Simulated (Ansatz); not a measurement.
```xyz
4

C     0.0255    0.0409   -0.5095
O     0.0441    0.0175    0.6891
H    -0.0199   -0.9655   -1.1654
H    -0.0242    0.9040   -1.1079
```

Basis set: 6-31G* (spherical functions). Left uncorrelated: 2 orbitals. Charge 0, multiplicity 1.

Computed with Ansatz (development build ahead of 0.2.0); each method stands on the lowest determinant of its kind that the runs found. Restricted open shells among the atoms or ions are ROHF, correlated in semicanonical orbitals with singles.

(1) Give the atomization energy at this shape (free ground-state atoms in the same class of orbitals less the molecule, no zero-point energy) of singlet CH₂O by RHF-MP2, RHF.

## Answers

(1)

```csv
method,atomization energy
RHF-MP2,14.98 eV
RHF,11.03 eV
```

Caution: the shape is not the minimum.
